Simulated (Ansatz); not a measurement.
`SC#C[TeH]` + `N[AsH2]` → `N[AsH][TeH]` + `C#CS` at 500 K and 1 bar (ligand exchange at a Te–C bond).

Calculated with Ansatz (gas phase, PBE0-D4/def2-TZVP geometries, no zero-point term in ΔE). CCSD(T)/CBS adds triple-zeta CCSD(T) − MP2 to the extrapolated MP2 energy (def2 sets, frozen cores). This one scheme is used for every species. Elements past krypton have def2 core potentials. For As, Te outer-core shells are correlated without core-valence functions, which leaves a few kJ/mol of doubt a bond. Scalar relativity is left out up to krypton. Each species was taken in one conformer, which may not be the lowest.

```
      species  CCSD(T)/CBS energy (Eh)  H − E (kJ/mol)  S (J/(mol·K))
  `SC#C[TeH]`               -742.72190           103.0          379.8
    `N[AsH2]`              -2292.09958           135.7          301.1
`N[AsH][TeH]`              -2559.85306           146.2          383.4
       `C#CS`               -475.00020            98.3          297.2
```

H − E and S are ideal-gas, rigid-rotor, harmonic terms from PBE0-D4/def2-TZVP, for one conformer and one mirror image of each species. 1 Eh = 2625.50 kJ/mol, R = 8.31446 J/(mol·K).

**Question.** By hand: ΔE, ΔH, ΔS and ΔG.

**Answer.** ΔE = (-2559.85306) + (-475.00020) − (-742.72190) − (-2292.09958) = -0.03178 Eh = -83.4 kJ/mol. Δ(H − E) = 146.2 + 98.3 − 103.0 − 135.7 = 5.8, so ΔH = -77.6 kJ/mol. ΔS = 383.4 + 297.2 − 379.8 − 301.1 = -0.3 J/(mol·K). ΔG = -77.6 − 500 × (-0.3)/1000 = -77.4 kJ/mol.

**Question.** By hand: the equilibrium constant, and the temperature at which ΔG would vanish if ΔH and ΔS stayed fixed.

**Answer.** log₁₀ K = −ΔG/(RT ln 10) = 8.1. ΔG = 0 at ΔH/ΔS = 258667 K, far beyond where these terms or the molecules hold.

The number of gas molecules stays the same, so ΔS is small and ΔH decides. A doubt of 5 kJ/mol in ΔE shifts log₁₀ K by 0.5 here. Other conformers and mirror images would add mixing entropy, several J/(mol·K) or more a flexible species. These are equilibria of isolated gas molecules and say nothing of rates. Largest T1 diagnostic: 0.013 (customary marks: 0.02 for closed shells, 0.045 for open ones).
